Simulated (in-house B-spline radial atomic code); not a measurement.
Radial electron density of Fe⁺, [Ar] 3d6 4s1. All numbers are computed (scalar-relativistic (X2C) Hartree-Fock, spin-polarised, averaged over the determinants with the given up and down occupations; Fermi nucleus of rms radius 3.7377 fm, inside a hard spherical wall at 7.12 bohr) with a radial B-spline atomic code at the basis-set limit, not measured.

One-electron X2C: radii and densities carry no picture-change correction, so inner-shell <1/r> comes out high (for 1s by about 2 % at Z = 33, 5 % at 54, 10 % at 75, 30 % at 118) and <r> low.

Columns: r (bohr), 4πr²n(r) (electrons per bohr), bar.

```
 0.00203   0.7272 #
 0.00247    1.028 #
   0.003    1.444 ##
 0.00364    2.012 ###
 0.00442     2.79 ####
 0.00537    3.842 #####
 0.00652    5.233 #######
 0.00792    7.049 #########
 0.00962    9.356 ############
  0.0117    12.22 ###############
  0.0142    15.58 ####################
  0.0172     19.3 ########################
  0.0209    23.24 #############################
  0.0254    26.94 ##################################
  0.0309    29.83 ######################################
  0.0375    31.32 ########################################
  0.0455    31.06 #######################################
  0.0553    29.16 #####################################
  0.0672    26.47 #################################
  0.0816    24.48 ###############################
   0.099    24.65 ###############################
    0.12    27.48 ###################################
   0.146    31.86 ########################################
   0.177    34.82 ############################################
   0.215    33.65 ###########################################
   0.262     27.6 ###################################
   0.318    19.64 #########################
   0.386    13.98 ##################
   0.469    13.03 ################
   0.569    15.24 ###################
   0.691    16.82 #####################
    0.84    15.31 ###################
    1.02    11.31 ##############
    1.24    6.913 #########
     1.5    3.771 #####
    1.83     1.94 ##
    2.22     1.09 #
    2.69   0.6521 #
    3.27   0.3646 
    3.97   0.1683 
    4.83  0.05526 
    5.86  0.01018 
    7.05  2.4e-05
```

On this grid the curve has 3 maxima, near 0.0375, 0.177, 0.691 bohr.

The 3d down radial function P(r) = rR(r), positive near the nucleus:

| r (bohr) | P |
| --- | --- |
| 0.0209 | 0.001157 |
| 0.0309 | 0.003406 |
| 0.0455 | 0.00959 |
| 0.0672 | 0.02594 |
| 0.099 | 0.0652 |
| 0.146 | 0.1499 |
| 0.215 | 0.3049 |
| 0.318 | 0.5375 |
| 0.469 | 0.7832 |
| 0.691 | 0.9141 |
| 1.02 | 0.8405 |
| 1.5 | 0.6109 |
| 2.22 | 0.3378 |
| 3.27 | 0.1313 |
| 4.83 | 0.02917 |
